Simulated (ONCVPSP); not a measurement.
# Before and after: ONCV potential for Co

Co (Z = 27), optimised norm-conserving Vanderbilt (ONCV), made with ONCVPSP 4.0.1 (PW91, scalar-relativistic). Core [Ne] 3s2, reference 3p6 3d7 4s1.5 4p0.5. Waves: 4s: rc 2.40 bohr, ncon 3, nbas 8, qcut 3.5 1/bohr, 2 projectors, debl 3.8 Ha; 3p+4p: rc 1.15 bohr, ncon 5, nbas 8, qcut 15 1/bohr, 2 projectors; 3d: rc 1.50 bohr, ncon 4, nbas 9, qcut 9 1/bohr, 1 projector. Local part: polynomial inside 0.75 bohr (lpopt 5, dvloc0 4 Ha). Core correction: none.

Change: core correction polynomial model core, fcfact 0.35.

Cutoffs: the cutoffs (Ha) at which the residual kinetic energy of the hardest occupied pseudo-wave falls to 1 and 0.1 mHa per electron; they do not see the model core or the augmentation charge, which bear on the density cutoff. Errors are all-electron minus pseudo energies relative to the spin-unpolarised reference configuration.

Problem. Predict the effect on cutoff, ghosts and configuration errors.

Solution. The potential gets neither clearly harder nor softer (61 Ha and 80 Ha → 61 Ha and 80 Ha); both files keep a bound ghost (s); of the 3 tests that both files solve, the error grows in 2 and shrinks in 0 by more than 15 % and 0.3 meV (median size 1.1 → 1.2 meV). A model core, the more so a compact one, raises the density cutoff, which this test does not measure.

| quantity | base | changed |
| --- | --- | --- |
| cutoff, loose | 61 Ha | 61 Ha |
| cutoff, tight | 80 Ha | 80 Ha |
| bound ghosts | s | s |
| GHOST(+) flags under 300 eV | none | none |
| tests with a reliable result | 3 of 4 | 3 of 4 |
| error for 3p6 3d7 4s2 4p0, meV [ΔE -2.14 eV] | -1.1 | -1.2 |
| error for 3p6 3d7 4s1 4p0, meV [ΔE 6.95 eV] | -0.3 | -0.9 |
| error for 3p6 3d7 4s0 4p0, meV [ΔE 23.79 eV] | -12 | -22 |
| s: phases at 2.43 bohr within 0.05 rad from the reference energy up to (Ha; the scan ends near 5) | 2.4 | 2.4 |
| p: phases at 1.16 bohr within 0.05 rad from the reference energy up to (Ha; the scan ends near 5) | to the end of the scan | to the end of the scan |
| d: phases at 1.52 bohr within 0.05 rad from the reference energy up to (Ha; the scan ends near 5) | 1.1 | 1.1 |

 A true bound ghost makes a file unfit for plane-wave use even where its test errors are small: the radial tests pick states by their node count and pass the ghost by.
